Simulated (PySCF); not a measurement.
Sb(H)2(Me) (CH5Sb), SMILES [CH3][SbH2].

The structure is a stationary point at PBE0-D3(BJ)/def2-TZVP. The def2 effective core potentials stand for the cores of Sb; spin–orbit coupling is left out.

All values below come from PySCF 2.14.0 with TDA-ωB97X/def2-SVPD.

Vertical excitations.  State labels are in the subgroup Cs.

Task: Estimate the UV-visible absorptions. (The exact figures need the calculation; the answer reports its results.)

Result: 
```tsv
state	symmetry	energy (eV)	λ (nm)	f	main pairs
S1	A'	5.94	209	0.127	HOMO→LUMO 92 %
S2	A"	6.28	198	0.122	HOMO→LUMO+1 92 %
S3	A'	6.53	190	0.201	HOMO→LUMO+2 96 %
S4	A"	7.79	159	0.002	HOMO−2→LUMO 50 %, HOMO−1→LUMO+1 43 %
S5	A'	7.94	156	0.147	HOMO−1→LUMO 81 %
S6	A'	8.12	153	0.051	HOMO→LUMO+4 89 %
S7	A"	8.49	146	0.125	HOMO−1→LUMO+1 48 %, HOMO−2→LUMO 36 %
S8	A'	8.69	143	0.020	HOMO→LUMO+3 62 %, HOMO−1→LUMO+2 11 %
S9	A"	8.83	140	0.049	HOMO−2→LUMO+2 46 %, HOMO→LUMO+6 40 %
S10	A'	8.86	140	0.055	HOMO−1→LUMO+2 36 %, HOMO−2→LUMO+1 28 %, HOMO→LUMO+5 26 %
T1	A'	4.98	249	0	HOMO→LUMO 85 %
T2	A"	5.14	241	0	HOMO→LUMO+1 95 %
T3	A'	6.34	196	0	HOMO→LUMO+2 85 %
T4	A'	6.98	178	0	HOMO−1→LUMO 73 %
```
Triplets are in the Tamm–Dancoff approximation.
